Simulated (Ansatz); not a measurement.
Geometry optimisation, RHF/STO-3G (Ansatz).

Input:

```yaml
crystal:
  periodic: [false, false, false]
  atoms:
    - { symbol: C, position_ang: [-2.9188, 0.0181, 0.0841] }
    - { symbol: C, position_ang: [-1.9629, -0.9998, 0.4769] }
    - { symbol: S, position_ang: [-0.4643, -0.2753, 1.1473] }
    - { symbol: C, position_ang: [0.3591, 0.4456, -0.3635] }
    - { symbol: C, position_ang: [1.7029, 0.9595, -0.1493] }
    - { symbol: Si, position_ang: [3.0742, -0.2765, -0.0132] }
    - { symbol: H, position_ang: [-3.191, 0.7233, 0.9149] }
    - { symbol: H, position_ang: [-2.5656, 0.694, -0.7639] }
    - { symbol: H, position_ang: [-3.8902, -0.3993, -0.218] }
    - { symbol: H, position_ang: [-1.7093, -1.6418, -0.3467] }
    - { symbol: H, position_ang: [-2.4076, -1.6323, 1.2749] }
    - { symbol: H, position_ang: [-0.333, 1.2781, -0.6505] }
    - { symbol: H, position_ang: [0.222, -0.2902, -1.1722] }
    - { symbol: H, position_ang: [1.6989, 1.6343, 0.7646] }
    - { symbol: H, position_ang: [1.9478, 1.5921, -0.9834] }
    - { symbol: H, position_ang: [3.09439, -1.21519, -1.16892] }
    - { symbol: H, position_ang: [2.90671, -1.08973, 1.23803] }
    - { symbol: H, position_ang: [4.35408, 0.44554, 0.06261] }
basis:
  gaussian: { orbitals: STO-3G }
hamiltonian:
  xc: hf
relax:
  f_tol: 0.015
  max_steps: 40
output:
  orbitals: {}
```

Command:

```bash
$ ansatz run input.yaml --threads 1 --pin off --max-ram 2048MiB --backend cpu --events-out ev --progress --plain --runs-dir out
```

**Question.** Where does it end, and by what steps?

**Answer.** The forces met the threshold. Limits of this set-up: minimal basis. After 11 steps the energy has fallen by 0.994 eV; H16 moved furthest, 0.38 Å.

```tsv
step	energy less start (eV)	largest force component (eV/Å)	accepted
0	0.0000	6.930	yes
1	-0.8431	1.963	yes
2	-0.9647	0.507	yes
3	-0.9788	0.159	yes
4	-0.9889	0.060	yes
5	-0.9907	0.035	yes
6	-0.9917	0.034	yes
7	-0.9924	0.049	yes
8	-0.9929	0.051	yes
9	-0.9932	0.060	yes
10	-0.9935	0.032	yes
11	-0.9935	0.011	yes
```

```xyz
18
Properties=species:S:1:pos:R:3
C -2.999 0.061 0.186
C -1.890 -0.997 0.376
S -0.336 -0.364 1.041
C 0.303 0.459 -0.435
C 1.736 0.998 -0.209
Si 3.039 -0.306 0.123
H -3.218 0.563 1.124
H -2.707 0.813 -0.541
H -3.910 -0.412 -0.169
H -1.714 -1.505 -0.572
H -2.245 -1.749 1.076
H -0.344 1.290 -0.715
H 0.303 -0.234 -1.276
H 1.718 1.712 0.609
H 2.021 1.559 -1.094
H 2.940 -1.347 -0.842
H 2.890 -0.860 1.425
H 4.328 0.290 0.026
```

The run took 22 s on 1 thread of Arm Neoverse V2 (shared host), peak memory 0.11 GiB.
